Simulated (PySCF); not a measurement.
## Assigning NMR signals

Atoms are numbered as in `[CH2:1]=[C:2]([CH3:3])[C@H:4]([CH3:5])[NH:6][CH3:7]`; H(Xn) means a hydrogen on atom n. Ha(C1) is cis to C3; Hb(C1) is trans to C3.

PySCF 2.14.0 with density-fitted response routines calculation with geometry from GFN2-xTB and NMR shieldings at PBE0/pcSseg-1/GIAO; non-relativistic Hamiltonian, averaged over atoms made equivalent by symmetry, fast rotation or ring inversion, in vacuum, single conformer.

Scale: TMS for 13C, 1H (reference shieldings calculated alike).

**Question.** Assign these signals to the numbered atoms. 13C{1H} NMR (computed): δ 160.0 (C), 117.4 (CH2), 66.8 (CH), 37.2 (CH3), 24.1 (CH3), 16.9 (CH3).

**Answer.** 
| δ (ppm) | atoms | environment | reason |
| --- | --- | --- | --- |
| 160.0 | C2 | fully substituted alkene carbon | as expected for a trigonal carbon in a double bond |
| 117.4 | C1 | terminal =CH2 carbon | an sp2 carbon of a C=C bond |
| 66.8 | C4 | allylic sp3 CH bonded to N | pulled downfield by the heteroatom |
| 37.2 | C7 | methyl carbon bonded to N | the inductive effect lowers its shielding |
| 24.1 | C5 | methyl carbon | saturated and bonded to C and H only |
| 16.9 | C3 | allylic methyl carbon | saturated and bonded to C and H only |

**Question.** Assign these signals to the numbered atoms. 1H NMR (400 MHz, computed): δ 5.27 (m, 1H), 5.13 (m, 1H), 3.09 (q, 1H), 2.41 (s, 3H), 1.96 (s, 3H), 1.20 (d, 3H), 0.18 (br s, 1H).

**Answer.** 
| δ (ppm) | atoms | environment | reason |
| --- | --- | --- | --- |
| 5.27 | Hb(C1) | hydrogen on a terminal =CH2 carbon | attached to an sp2 carbon and in the plane of the double bond |
| 5.13 | Ha(C1) | hydrogen on a terminal =CH2 carbon | – |
| 3.09 | H(C4) | hydrogen on an allylic sp3 CH bonded to N | its carbon carries N, hence the downfield position |
| 2.41 | H(C7) | hydrogen on a methyl carbon bonded to N | its carbon carries N, hence the downfield position |
| 1.96 | H(C3) | hydrogen on an allylic methyl carbon | allylic position |
| 1.20 | H(C5) | hydrogen on a methyl carbon | – |
| 0.18 | H(N6) | hydrogen on an amine nitrogen | exchangeable, gas-phase position |

OH/NH shifts are gas-phase values; hydrogen bonding in solution moves them, usually downfield. Shifts are as computed. Against solution values, carbons near 30 ppm lie about +3 ppm off and those near 130 ppm about +5 ppm (rms about the fit 2.1 ppm; single classes can miss by 10 ppm). Of 1328 compounds with measured shifts, 309 miss one by over three times the rms of a fit or turn the order of signals round; such compounds aren't used in these exercises. Signals without a measured value on file couldn't be tested in this way; 1H shifts scatter by 0.2 ppm about their fit, and single ones miss by 0.5 ppm. Multiplicities follow the n + 1 count of equivalent neighbours, as no J values were calculated; m marks all less simple cases, F and P coupling included.
